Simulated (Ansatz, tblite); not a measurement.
Spin states of the cluster PbF3⁻, each relaxed with r2SCAN-D4/def2-TZVPD in Ansatz. Electronic energies in the gas phase.

In the def2 sets Pb takes a core potential; there is no spin–orbit coupling. The xTB rows come from tblite. LC-ωPBE has ω = 0.4 bohr⁻¹. HSE06 is defined as in plane-wave codes, on full-range PBE exchange. Correlated methods freeze 7 core orbitals; core or outer-core shells of Pb are correlated, in sets that lack core-valence functions. In the quintet geometry the species has come apart into loosely held pieces. In the quintet, F2 and F3 lie 1.94 Å apart, F3 and F4 lie 1.96 Å apart (atoms count from 1), so these atoms are partly bonded to each other. The structure comes from a short search, and lower isomers may exist.

Singlet geometry (C3v within 0.1 Å):

```xyz
4

Pb   -0.573   -0.174   -0.547
F     1.300    0.609   -1.157
F     0.207   -1.685    0.720
F    -0.934    1.250    0.983
```

Triplet geometry (D3h within 0.1 Å):

```xyz
4

Pb   -0.001    0.001   -0.001
F     1.227   -0.683    1.640
F    -1.896   -0.959   -0.399
F     0.669    1.641   -1.239
```

Quintet geometry:

```xyz
4

Pb   -2.439    0.266    0.554
F    -0.460   -0.911    0.258
F     0.813    0.552    0.302
F     2.086    0.094   -1.114
```

⟨S²⟩: triplet 2.01 at PBE0-D4/def2-TZVPD (pure 2.00), quintet 6.01 at PBE0-D4/def2-TZVPD (pure 6.00).

Only these spin states were relaxed. The quintet has fallen apart into loose fragments. The quintet has other bonds than the singlet, so the gap mixes isomer and spin.

```
              level  triplet − singlet (kJ/mol)  quintet − singlet (kJ/mol)  lowest of these                                               remarks
           GFN1-xTB                       381.4                      1069.8          singlet                                                     –
      HF/def2-TZVPD                       337.8                       690.8          singlet                                                     –
  PBE-D4/def2-TZVPD                       329.8                       837.6          singlet  HOMO above zero (quintet), HOMO above zero (triplet)
  B97M-V/def2-TZVPD                       346.6                       883.9          singlet  HOMO above zero (quintet), HOMO above zero (triplet)
HSE06-D4/def2-TZVPD                       344.9                       861.5          singlet  HOMO above zero (quintet), HOMO above zero (triplet)
BHLYP-D4/def2-TZVPD                       366.1                       874.1          singlet                                                     –
```

Estimate the rows for GFN2-xTB, r2SCAN-D4/def2-TZVPD, PBE0-D4/def2-TZVPD, LC-ωPBE/def2-TZVPD, PBE-QIDH/def2-TZVPD, MP2/def2-TZVPD.


| level | triplet − singlet (kJ/mol) | quintet − singlet (kJ/mol) | lowest of these | remarks |
| --- | --- | --- | --- | --- |
| GFN2-xTB | 360.9 | 903.5 | singlet | – |
| r2SCAN-D4/def2-TZVPD | 335.2 | 841.0 | singlet | HOMO above zero (quintet), HOMO above zero (triplet) |
| PBE0-D4/def2-TZVPD | 345.9 | 863.3 | singlet | HOMO above zero (triplet) |
| LC-ωPBE/def2-TZVPD | 354.4 | 911.0 | singlet | – |
| PBE-QIDH/def2-TZVPD | 373.6 | 935.8 | singlet | – |
| MP2/def2-TZVPD | 404.5 | 1040.3 | singlet | – |

The xTB methods have no spin-polarisation term.
